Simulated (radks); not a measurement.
Values are calculated unless marked as measured or tabulated.
Species: Lu4+. Configuration: [Xe] 4f13 (the NIST ground configuration). Level of theory: scalar-relativistic Kohn-Sham, PBE, spin-polarised, spherical densities, point nucleus; open shells are filled with parallel spins first (spin-orbit coupling, left out, can overturn this in heavy ions) (a radial shooting solver on a logarithmic mesh with Libxc functionals).

Radial electron density D(r) = 4 pi r^2 rho(r):

r (bohr),D(r) (e/bohr),spin D(r)
0.003425,37.27,0.00000767
0.003956,44.19,0.00000891
0.004568,51.79,0.0000102
0.005276,59.89,0.0000114
0.006093,68.20,0.0000123
0.007037,76.33,0.0000129
0.008126,83.77,0.0000129
0.009385,89.93,0.0000120
0.01084,94.26,0.00001000
0.01252,96.30,0.00000653
0.01446,95.94,0.00000135
0.0167,93.50,-0.00000585
0.01928,89.88,-0.0000156
0.02227,86.58,-0.0000288
0.02572,85.40,-0.0000477
0.0297,87.95,-0.0000762
0.0343,95.00,-0.000120
0.03961,105.8,-0.000181
0.04575,117.6,-0.000249
0.05283,126.6,-0.000262
0.06102,129.2,-0.0000295
0.0699,124.4,0.000839
0.08073,113.8,0.00343
0.09324,103.1,0.00976
0.1077,98.54,0.0235
0.1244,102.8,0.0510
0.1436,112.0,0.101
0.1659,117.0,0.186
0.1915,110.2,0.319
0.2212,91.64,0.506
0.2555,70.46,0.746
0.295,57.92,1.02
0.3407,58.10,1.28
0.3935,64.85,1.48
0.4545,67.89,1.56
0.5249,61.72,1.50
0.6061,48.70,1.33
0.7,34.97,1.09
0.8085,24.85,0.834
0.9337,18.78,0.588
1.078,14.92,0.377
1.245,11.51,0.214
1.427,8.199,0.109
1.648,4.964,0.0436
1.903,2.529,0.0129
2.198,1.064,0.00203
2.538,0.3624,-0.000383
2.931,0.09652,-0.000386
3.385,0.01933,-0.000136
3.909,0.002796,-0.0000288
4.515,0.0002809,-0.00000396

D(r) has 4 maxima, at r = 0.0131, 0.0596, 0.166, 0.447 bohr, and minima at 0.0253, 0.108, 0.315 bohr, inside which lie 1.92, 11.08, 29.70 electrons.
